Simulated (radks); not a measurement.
Species: Cu II. Configuration: [Ar] 3d8 4s2 (not the ground configuration). All-electron calculation, scalar-relativistic Kohn-Sham, r2SCAN, spin-unpolarised, spherical densities, finite nucleus; meta-GGA in the generalised Kohn-Sham scheme; Fermi nuclear charge, rms radius 3.8823 fm. Program: a radial shooting solver on a logarithmic mesh with Libxc functionals. Some entries of the table are withheld. Estimate them.

| orbital | occ. | eigenvalue (hartree) | <r> (bohr) |
|---|---|---|---|
| 1s | 2 | -327.1093 | 0.05214 |
| 2s | 2 | -40.29905 | 0.2348 |
| 2p | 6 | (1) | (2) |
| 3s | 2 | -5.17698 | (3) |
| 3p | 6 | -3.54351 | 0.7372 |
| 3d | 8 | -0.93988 | (4) |
| 4s | 2 | -0.57723 | 2.342 |

Answer. 
(1) 2p eigenvalue (hartree): -34.83097
(2) 2p <r> (bohr): 0.2064
(3) 3s <r> (bohr): 0.7047
(4) 3d <r> (bohr): 0.8802
